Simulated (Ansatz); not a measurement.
Ansatz (an electronic-structure program) input (MP2/3-21G): The .json file is the Basis Set Exchange's 3-21G.

Ansatz 0.2 input:
```yaml
crystal:
  periodic: [false, false, false]
  atoms:
    - {symbol: Zn, position_ang: [-0.00000000, -0.00000000, -1.19207630]}
    - {symbol: Br, position_ang: [0.00000000, 0.00000000, 1.02177969]}
basis:
  gaussian:
    orbitals: 3-21G.json
total_charge: 1
magnetization: {spin_polarized: false}
correlation: {method: mp2, electrons: outside_noble_gas}
```

Output:

```
WARN ansatz: RAYON_NUM_THREADS=1 ignored (pool sized by the plan → 1); use --threads N
Functional definition: HF
integrals: 0.01 GiB planned
449 factors; integrals over basis functions are off by at most 8.9e-4 eV
mean field: 0.17 GiB planned
mean field evaluation 1: about -117793.9616 eV, gradient 2.4e1 eV
mean field evaluation 2: about -117794.0038 eV, gradient 2.4e1 eV
mean field evaluation 4: about -117796.4533 eV, gradient 1.7e0 eV
mean field evaluation 8: about -117796.4648 eV, gradient 1.3e-1 eV
mean field -117796.46487078 eV, -4328.9402386897 hartree, gradient 2.2e-6 eV, S^2 0.000000; 0 other end points of the search recorded, 0 dependent functions left out
23 core orbitals not correlated
reference -117796.46487078 eV, -4328.9402386897 hartree; 9, 9 occupied and 20, 20 virtual orbitals, 449 factors
second order -6.08842021 eV of doubles, -0.00000000 eV of singles
Total energy: -117802.55329099 eV, -4329.1639840055 hartree
```

The dipole moment of an ion depends on the origin.
